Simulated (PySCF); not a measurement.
Compound: C₆H₅F₃.
InChI=1S/C6H5F3/c7-6(8,9)4-3-5-1-2-5/h5H,1-2H2

The closed-shell ground state was solved at several levels (PySCF, density fitting, gas phase, non-relativistic). Isolated species at its PBE0-D3(BJ)/def2-SVP geometry, gas phase.

| level | basis functions | HOMO (eV) | LUMO (eV) | gap (eV) | dipole (D) |
| --- | --- | --- | --- | --- | --- |
| PBE0/pcSseg-1 | 178 | -7.93 | -0.04 | 7.89 | 3.86 |
| B3LYP/pcJ-1 | 293 | -7.67 | -0.26 | 7.41 | 3.86 |

Problem. Estimate the row for CAM-B3LYP/def2-SVPD, a basis of 229 functions; the other rows only guide the guess.

Solution. HOMO -9.29 eV, LUMO 0.86 eV, gap 10.15 eV, dipole 3.97 D.

Problem. Over all these levels, which gives the widest orbital gap and which the narrowest?

Solution. CAM-B3LYP/def2-SVPD (range-separated hybrid) has the widest, 10.15 eV, and B3LYP/pcJ-1 (global hybrid, 20 % exact exchange) the narrowest, 7.41 eV. Functional and basis both differ between the two, so the spread mixes both effects.

Problem. How far do the dipole and the HOMO energy spread over the levels?

Solution. The dipole runs from 3.86 to 3.97 D (mean 3.90 D) and the HOMO from -9.29 to -7.67 eV.
